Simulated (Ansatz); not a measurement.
ZrSi6⁻. Charge -1, multiplicity 2. Geometry B3LYP-D4/def2-SVPD, basis def2-TZVPD, Ansatz.

```xyz
7

Zr   -1.412    0.895    0.313
Si    1.326   -0.644   -0.563
Si   -0.683    0.076   -2.025
Si   -1.133   -1.750   -0.392
Si    0.787    1.889   -0.619
Si    1.013    0.885    1.640
Si    0.102   -1.351    1.646
```

```tsv
run	HOMO (eV)	LUMO (eV)
A	-1.11	-0.04
B	-0.79	-0.15
C	-1.72	0.57
D	-2.98	2.21
```

In the def2 sets Zr takes a core potential; there is no spin–orbit coupling. The structure comes from a short search, and lower isomers may exist.

HOMO and LUMO are taken over both spins.

Question: The runs used HF, PBE, PBE0, r2SCAN. Estimate which is which.

Answer: A r2SCAN (0 % exact exchange); B PBE (0 % exact exchange); C PBE0 (25 % exact exchange); D HF (100 % exact exchange). Exact exchange lowers occupied and raises empty levels; among semilocal functionals meta-GGAs tend to open the gap a little, and such runs are hard to tell apart. The gap grows from 0.64 eV (PBE) to 5.19 eV (HF). At HF/def2-TZVPD the charge -1 doublet is spin-contaminated (final ⟨S²⟩ up to 0.90, 0.75 for a pure state).
